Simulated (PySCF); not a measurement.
From orbital energies to excitation energies

Species: C₅H₉NO.
InChI=1S/C5H9NO/c1-7-5-2-3-6-4-5/h2,6H,3-4H2,1H3

Theory: TDDFT PBE0/def2-SVPD, vertical, gas phase, core orbitals frozen in the response in PySCF 2.14.0, density-fitted response routines. Isolated species at its GFN2-xTB geometry (one conformer only).

Orbital energies (eV): HOMO-3 -9.69, HOMO-2 -9.36, HOMO-1 -6.61, HOMO -6.36, LUMO 0.72, LUMO+1 1.06, LUMO+2 1.16.

Computed singlets:

| state | E (eV) | f |
| --- | --- | --- |
| S1 | 5.93 | 0.0078 |
| S2 | 6.10 | 0.0062 |
| S3 | 6.25 | 0.012 |
| S4 | 6.49 | 0.0060 |
| S5 | 6.59 | 0.0037 |
| S6 | 6.81 | 0.0092 |

Question: Assign a leading configuration to S1, S2, S3 and S4 and set E beside the orbital difference Δε.

Answer: 

| state | leading configuration | weight | Δε (eV) | E (eV) | E − Δε (eV) | f | other configurations |
| --- | --- | --- | --- | --- | --- | --- | --- |
| S1 | HOMO→LUMO | 0.94 | 7.08 | 5.93 | -1.15 | 0.0078 | – |
| S2 | HOMO-1→LUMO | 0.68 | 7.33 | 6.10 | -1.23 | 0.0062 | H-1→L+2 (16%) |
| S3 | HOMO-1→LUMO+1 | 0.71 | 7.67 | 6.25 | -1.41 | 0.012 | H→L+1 (15%), H-1→L+2 (9%) |
| S4 | HOMO→LUMO+2 | 0.77 | 7.52 | 6.49 | -1.03 | 0.0060 | – |

E − Δε runs from -1.41 to -1.03 eV. By orbital difference alone the order would be S1, S2, S4, S3.

H and L stand for HOMO and LUMO. The other states: S5 6.59 eV, f 0.0037, H→L+3 (86%); S6 6.81 eV, f 0.0092, H-1→L+2 (58%), H-1→L (25%).

Triplets, Tamm–Dancoff:

```tsv
state	E (eV)	λ (nm)	main configurations (H = HOMO, L = LUMO)
T1	4.43	279.6	H→L+1 (80%), H-1→L+1 (10%)
T2	5.79	214.1	H→L (73%), H-1→L+2 (8%)
```

Summed over the main configurations (up to three a state, each over 8%) of all 6 singlets, the electron leaves HOMO with weight 2.72 and HOMO-1 with weight 2.47.
